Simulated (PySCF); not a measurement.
**NMR problem set**

PySCF 2.14.0 with density-fitted response routines calculation with shielding tensors at PBE0/pcSseg-1 (GIAO), geometry from PBE0-D3(BJ)/def2-SVP and J: B3LYP/pcJ-1 (spin–dipole term left out of most H,H and C,H couplings); one averaged value for each set of equivalent atoms, one conformer, isolated molecule, relativity neglected.

Scale: $^{1}$H, $^{13}$C vs TMS (reference shieldings calculated alike). Multiplet labels drop J under 1 Hz and among equivalent protons, and merge close values. Unscaled 3J(H,H) run several per cent high. Shifts are as computed. Against solution values, carbons near 30 ppm lie about +2 ppm off and those near 130 ppm about +4 ppm. Of 246 compounds with measured shifts, 49 miss one by over three times the rms of a fit or turn the order of signals round; such compounds aren't used in these exercises. OH and NH positions are gas-phase values without hydrogen bonding to other molecules.

Question: C5H6O2. $^{1}$H NMR (400 MHz, computed): δ 7.27 (d, J = 1.8 Hz, 1H), 7.16 (t, J = 2.1 Hz, 1H), 6.24 (d, J = 2.4 Hz, 1H), 3.66 (s, 3H). $^{13}$C{$^{1}$H} NMR (computed): δ 155.1 (C), 144.5 (CH), 128.9 (CH), 102.9 (CH), 56.2 (CH3). Identify the compound.

Answer: `InChI=1S/C5H6O2/c1-6-5-2-3-7-4-5/h2-4H,1H3`. The formula gives 3 degrees of unsaturation (1 ring in the answer). 5 carbon signals for 5 carbons: no two carbons are equivalent. Carbon types of the structure: 1 × C, 3 × CH, 1 × CH3, which accounts for all hydrogens. δC 155.1: aromatic carbon bearing oxygen; σ withdrawal by the attached heteroatom moves it downfield of the ring CH carbons. δC 144.5, 128.9: aromatic CH next to the ring oxygen. δC 102.9: aromatic CH; resonance donation from the substituent shields this position. δH 6.24: hydrogen on an aromatic CH; ortho or para to a lone-pair donor, hence upfield of benzene.

The shifts were computed for this structure.

Question: C3H9N. $^{1}$H NMR (300 MHz, computed): δ 2.44 (s, 3H), 2.35 (q, J = 7.9 Hz, 2H), 1.11 (t, J = 7.9 Hz, 3H), -0.79 (br s, 1H). $^{13}$C{$^{1}$H} NMR (computed): δ 48.8, 38.6, 17.9. Identify the compound.

Answer: Methylaminoethane (CCNC). Rings plus π bonds: 0. 3 carbon signals for 3 carbons: no two carbons are equivalent. Carbon types of the structure: 1 × CH2, 2 × CH3, leaving 1 H on heteroatoms. δC 48.8: sp3 CH2 bonded to N; deshielded by the electronegative neighbour. δC 17.9: methyl carbon; aliphatic region, no heteroatom directly attached. δH 2.44: hydrogen on a methyl carbon bonded to N; its carbon carries N, which withdraws density. δH 2.35: hydrogen on an sp3 CH2 bonded to N; its carbon carries N, hence the downfield position. The protons at 1.11 and 2.35 share a coupling of 7.9 Hz (vicinal).
